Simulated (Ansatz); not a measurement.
GeH4MgSe, SMILES [Mg]([GeH3])[SeH]. Atoms are numbered in the order given.

```xyz
7

Mg    -0.0122    -0.0714     0.0000
Se    -0.0321    -2.5097     0.0000
H      1.4424    -2.5073     0.0000
Ge     0.0002     2.5062     0.0000
H     -0.7061     3.1173    -1.2335
H      1.4290     3.1006     0.0000
H     -0.7061     3.1173     1.2335
```

Coordinates come from a PBE0-D3(BJ)/def2-SVP optimisation. The structure was generated by enumeration; whether it is a known compound was not checked. The values are those of a single conformer.

Two levels are set side by side: PBE-D3(BJ)/def2-SVP (Ansatz, an electronic-structure program) and PBE0-D3(BJ)/def2-SVP (Ansatz). Each level has its own optimised geometry; the coordinates shown are those of the second. Differences are taken from unrounded values.

```
quantity              PBE0-D3(BJ)  PBE-D3(BJ)  PBE-D3(BJ) minus PBE0-D3(BJ)
--------------------  -----------  ----------  ----------------------------
mean bond length (Å)        1.855       1.867                         0.012
bond Mg1–Se2 (Å)            2.438       2.453                         0.014
bond Mg1–Ge4 (Å)            2.578       2.584                         0.006
bond Se2–H3 (Å)             1.474       1.489                         0.014
bond Ge4–H5 (Å)             1.547       1.559                         0.012
bond Ge4–H6 (Å)             1.548       1.560                         0.012
bond Ge4–H7 (Å)             1.547       1.559                         0.012
```

GGA bonds tend to be longer and softer than those of functionals with exact exchange. Differences between two approximate levels are no errors against the true value.
